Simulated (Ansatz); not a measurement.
`BB(N)C[SiH3]` → `BB(N)[SiH3]` + `[CH2]` (triplet) at 600 K and 1 bar (formal loss of a carbene).

Isolated molecules relaxed with PBE0-D4/def2-TZVP in Ansatz; ΔE leaves out vibrations. CCSD(T)/CBS adds triple-zeta CCSD(T) − MP2 to the extrapolated MP2 energy (def2 sets, frozen cores). This one scheme is used for every species. Triplets are unrestricted, without spin–orbit coupling. One conformer a species, not always the lowest.

```csv
species,CCSD(T)/CBS energy (Eh),H − E (kJ/mol),S (J/(mol·K))
`BB(N)C[SiH3]`,-436.85566,348.8,486.8
`BB(N)[SiH3]`,-397.57337,263.6,437.1
`[CH2]` (triplet),-39.09499,66.5,220.8
```

H − E and S are ideal-gas, rigid-rotor, harmonic terms from PBE0-D4/def2-TZVP, for one conformer and one mirror image of each species, with the whole ground term of open shells counted as degenerate. 1 Eh = 2625.50 kJ/mol, R = 8.31446 J/(mol·K).

Question: By hand: ΔE, ΔH, ΔS and ΔG.

Answer: ΔE = (-397.57337) + (-39.09499) − (-436.85566) = 0.18730 Eh = 491.8 kJ/mol. Δ(H − E) = 263.6 + 66.5 − 348.8 = -18.7, so ΔH = 473.1 kJ/mol. ΔS = 437.1 + 220.8 − 486.8 = 171.1 J/(mol·K). ΔG = 473.1 − 600 × (171.1)/1000 = 370.4 kJ/mol.

Question: By hand: the equilibrium constant, and the temperature at which ΔG would vanish if ΔH and ΔS stayed fixed.

Answer: log₁₀ K = −ΔG/(RT ln 10) = -32.2. ΔG = 0 at ΔH/ΔS = 2765 K, far beyond where these terms or the molecules hold.

The number of gas molecules changes by +1, which sets the sign of ΔS. A doubt of 5 kJ/mol in ΔE shifts log₁₀ K by 0.4 here. Other conformers and mirror images would add mixing entropy, several J/(mol·K) or more a flexible species. Modes under 60 cm⁻¹, often nearly free rotors, make the harmonic entropy too high. A triplet takes part, so the spin changes. These are equilibria of isolated gas molecules and say nothing of rates. Largest T1 diagnostic: 0.014 (customary marks: 0.02 for closed shells, 0.045 for open ones).
